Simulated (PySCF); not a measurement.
Computed shifts of a molecule C5H10O, PySCF with PBE/pcSseg-1, GIAO, gas phase, equivalent atoms averaged, in ppm (number of nuclei): ¹³C: 149.1 (1), 123.0 (1), 67.1 (1), 38.9 (1), 36.4 (1). ¹H: 6.76 (1), 5.58 (2), 4.43 (1), 4.26 (1), 3.17 (1), 2.33 (1), 2.11 (1), 1.51 (1), 0.32 (1). References: ¹³C against TMS (σ = 182.0 ppm); ¹⁷O against H2O (σ = 334.3 ppm); ¹H against TMS (σ = 31.49 ppm), references at their B3LYP-D3(BJ)/def2-TZVP geometries, non-relativistic. Geometry optimised at B3LYP-D3(BJ)/def2-SVP. The values are those of a single conformer.

**Question.** Pick the molecule that these values belong to.
A. C/C=C/CCO
B. C=C(C)OCC
C. C[C@@H]1C[C@@H]1CO
D. C=CCCCO

**Answer.** D, C=CCCCO
